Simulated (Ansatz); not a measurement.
# How basis sets differ on InH2SeCl (SMILES [Cl][InH][SeH])

InH2SeCl: 5 atoms, total charge 0, spin state singlet. As SMILES, `[Cl][InH][SeH]`. The shape is that of a PBE0-D4/def2-TZVP optimisation. This is one conformer, not always the lowest.

```xyz
5

Cl   -2.5906   -0.0735    0.7694
In   -0.5214   -0.1907   -0.2950
Se    1.2946    0.6023    1.2042
H    -0.4469   -0.7696   -1.8938
H     2.3142    0.3579    0.1736
```

Each level gives the dipole moment (D). The values are calculated.

```json
{"level": "HF/STO-3G", "kind": "Hartree–Fock", "program": "Ansatz", "value (D)": "4.23", "CPU time": "3.2 s"}
{"level": "HF/3-21G", "kind": "Hartree–Fock", "program": "Ansatz", "value (D)": "4.19", "CPU time": "4.3 s"}
{"level": "HF/def2-SVP (core potential)", "kind": "Hartree–Fock", "program": "Ansatz", "value (D)": "3.17", "CPU time": "6.7 s"}
{"level": "HF/def2-SVPD (core potential)", "kind": "Hartree–Fock", "program": "Ansatz", "value (D)": "3.15", "CPU time": "14 s"}
```

All-electron rows without a relativistic Hamiltonian named are non-relativistic, while core potentials hold scalar relativity, so basis and relativity change together. The values span 3.15 to 4.23 D. Sets without polarisation functions give poor dipoles. Times are those of the runs behind each value, whatever else they computed, on shared processors of several kinds: orders of magnitude only.
